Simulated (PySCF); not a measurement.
Worked example: oscillator strength and radiative lifetime

H₅InN₂O, SMILES [NH2][In]([OH])[NH2].

Coordinates come from a PBE-D3(BJ)/def2-SVP optimisation. The structure was generated by enumeration; whether it is a known compound was not checked. The def2 effective core potentials stand for the cores of In; spin–orbit coupling is left out. Other conformers were not sampled.

TDA-PBE/def2-SVPD in PySCF puts the first singlet state with f over 0.02 at 4.10 eV (vertical), with the transition dipole (-0.058, -0.242, 0.709) in atomic units.

Question: Find the oscillator strength, the wavelength and the radiative lifetime that this transition would have in vacuum if emission retraced absorption.

Answer: 
|μ|² = 0.5646 au, so |μ| = 1.91 D. ΔE = 4.10/27.211 = 0.1507 hartree. f = (2/3) ΔE |μ|² = 0.057 (the program prints 0.057).
λ = 1239.84/4.10 = 302 nm; ν = 33069 cm⁻¹.
Einstein's coefficient A = 0.6670 ν² f s⁻¹ (ν in cm⁻¹) = 4.1e7 s⁻¹, so τ = 1/A = 24 ns. This state is S1. The figure is the radiative limit of this one transition; relaxation, internal conversion, crossing to triplets and a medium change what is measured.
